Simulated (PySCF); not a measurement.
# One molecule, several mistakes: BCGeH7N cation

These are calculations, not measurements. The program is PySCF 2.14.0, an open-source quantum chemistry code, run on an isolated molecule that a program drew, which may never have been made. The molecule is BCGeH7N cation (charge +1, singlet), drawn as the SMILES string `[BH2][Ge+]([CH3])[NH2]`.

Each row is a Hartree-Fock (HF) and frozen-core CCSD(T) single point in the cc-pVDZ basis, meant for a local HF minimum. Run 1 is clean. Each other run has one planted mistake out of seven kinds, and not every kind appears here: one electron removed, one electron added, multiplicity raised by two, geometry at a saddle point, minimal basis STO-3G, one bond length entered in bohr, all coordinates scaled. The reference is restricted for singlets and unrestricted otherwise, and also for a bond in bohr. Adding or removing an electron swaps singlet and doublet. Electrons count all cores. HOMO and LUMO are orbital energies over both spins, the gradient is its largest component, and the lowest frequency (negative if imaginary) is given only where the gradient is small. Bond lengths are over the 10 bonds as drawn. T1 is the CCSD diagnostic: over 0.02 (restricted) or 0.045 (unrestricted) a single reference is doubtful. Germanium has the cc-pVDZ-PP basis, with a core potential (ECP10MDF) in place of its 10 inner electrons, and its 3s, 3p and 3d shells are frozen in CCSD(T).

Geometry of the clean run:
```xyz
11
BCGeH7N cation, angstrom
B     2.0191   -2.9530    1.0701
Ge    0.5584   -1.4862    1.3623
C    -0.0673   -0.1843    0.0873
N    -0.2037   -1.4032    2.9305
H     3.1503   -2.6647    1.2931
H     1.6688   -4.0202    0.6818
H    -0.4984   -0.7061   -0.7695
H    -0.8152    0.4650    0.5398
H     0.7798    0.4099   -0.2608
H    -0.9132   -0.7300    3.1619
H     0.0135   -2.0147    3.6968
```

| run | electrons | basis functions | <S^2> | HOMO (eV) | LUMO (eV) | gradient (hartree/bohr) | lowest frequency (cm^-1) | mean bond (Å) | longest bond (Å) | T1 | HF (hartree) | CCSD(T) (hartree) | mistake |
|---|---|---|---|---|---|---|---|---|---|---|---|---|---|
| 1 | 56 | 100 | 0.000 | -16.62 | -3.82 | 3.8e-05 | 52 | 1.3421 | 2.091 | 0.0153 | -414.21447 | -414.75264 | no fault |
| 2 | 56 | 100 | 0.000 | -16.17 | -3.84 | 3.7e-02 | - | 1.4200 | 2.212 | 0.0190 | -414.18494 | -414.73719 | all coordinates scaled |
| 3 | 56 | 100 | 0.701 | -14.93 | -4.20 | 2.2e-02 | - | 1.4479 | 2.246 | 0.0584 | -414.09067 | -414.62870 | one bond length entered in bohr |
| 4 | 57 | 100 | 0.769 | -5.01 | 1.35 | 5.2e-02 | - | 1.3421 | 2.091 | 0.0207 | -414.36933 | -414.91762 | one electron added |
| 5 | 55 | 100 | 0.798 | -22.21 | -14.29 | 6.5e-02 | - | 1.3421 | 2.091 | 0.0240 | -413.64665 | -414.16512 | ? |

**Which mistake was planted in run 5, and what did it cost?**

It counts 55 electrons, one fewer than the clean run, at the same geometry and basis. So the mistake is: one electron removed. Subtracting run 1 and multiplying by 627.51 kcal/mol a hartree, the energy moved by 356.3 kcal/mol in HF and 368.7 kcal/mol in CCSD(T).

Cautions from the logs. Run 3: T1 is over the limit, so its CCSD(T) energy is less reliable.
